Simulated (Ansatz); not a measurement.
Cost against result

Saddle point of SiNH₉O₂, singlet (SiH₄O ([OH][SiH3]) + H₂O + NH₃ → SiNH₅O ([NH2][SiH2][OH]) + H₂O + H₂; bonds formed: Si1–N7, H2–H8, H6–O9; bonds broken: Si1–H2, H6–N7, H8–O9), PBE0-D4/def2-TZVP structure:

```
atom    x (Å)    y (Å)    z (Å)
 Si1  -0.9942   0.0330  -0.6608
  H2  -0.1011  -1.3027   0.4515
  H3  -1.6391   1.0284  -1.5790
  H4  -1.8521   0.0915   0.5479
  O5  -0.8997  -1.2052  -1.7417
  H6   1.0025   0.6183   0.7378
  N7   0.5527   0.9885  -0.3293
  H8   0.5458  -0.9087   1.1077
  O9   1.3369  -0.1640   1.6916
 H10  -0.5390  -2.0053  -1.3478
 H11   1.2462   0.7756  -1.0415
 H12   0.3754   1.9868  -0.3847
 H13   0.9656   0.0635   2.5483
```

Barriers are electronic and count from the start structure reached by relaxing down the imaginary mode.

Computed with Ansatz 0.2.0 (basis: as named in each row); correlated methods freeze the cores. B3LYP uses VWN-RPA correlation. Extrapolation: Hartree–Fock as exp(−7.88 √X), correlation as X^−2.97.

Times are rough, for one single point on 8 threads of a shared host (Arm Neoverse V1).

The estimate by CCSD(T) at an estimated basis limit (MP2 extrapolated from triple and quadruple zeta, plus CCSD(T) − MP2 in triple zeta) is 1.548 eV.

```
      method       basis  time (s)  barrier (eV)  method less estimate
          HF      STO-3G   under 1         2.242                 0.694
      PBE-D4      STO-3G   under 1        -0.462                -2.010
       SPW92    def2-SVP   under 1         0.360                -1.189
    B3LYP-D4       6-31G   under 1         1.159                -0.389
      PBE-D4    def2-SVP   under 1         0.854                -0.694
     PBE0-D4    def2-SVP   under 1         1.132                -0.416
       SPW92  def2-TZVPP   under 1         0.565                -0.983
      PBE-D4  def2-TZVPP         1         1.031                -0.517
     BLYP-D4  def2-TZVPP         1         1.196                -0.352
    B3LYP-D4  def2-TZVPP         2         1.363                -0.185
    BHLYP-D4  def2-TZVPP         2         1.636                 0.088
     PBE0-D4  def2-TZVPP         2         1.249                -0.299
CAM-B3LYP-D4  def2-TZVPP         2         1.399                -0.149
     wB97M-V    def2-SVP         2         1.323                -0.225
   r2SCAN-D4  def2-TZVPP         2         1.142                -0.407
  r2SCAN0-D4  def2-TZVPP         3         1.314                -0.234
     CCSD(T)    def2-SVP         3         1.608                 0.059
      B2PLYP  def2-TZVPP         3         1.482                -0.066
    PBE-QIDH  def2-TZVPP         3         1.424                -0.124
  RPA on PBE  def2-TZVPP         3         1.568                 0.020
     wB97X-V  def2-TZVPP         4         1.480                -0.068
     wB97M-V  def2-TZVPP         5         1.483                -0.065
      B97M-V  def2-TZVPP         5         1.350                -0.198
         MP2  def2-QZVPP        14         1.447                -0.101
     CCSD(T)  def2-TZVPP       100         1.555                 0.007
```

All methods are single points on the PBE0-D4 structures; a negative value means that the method puts the saddle structure below the start.

No T1 diagnostic of these runs exceeds 0.012.

Labels in which every atom is bracketed show which atoms are joined, not bond orders.
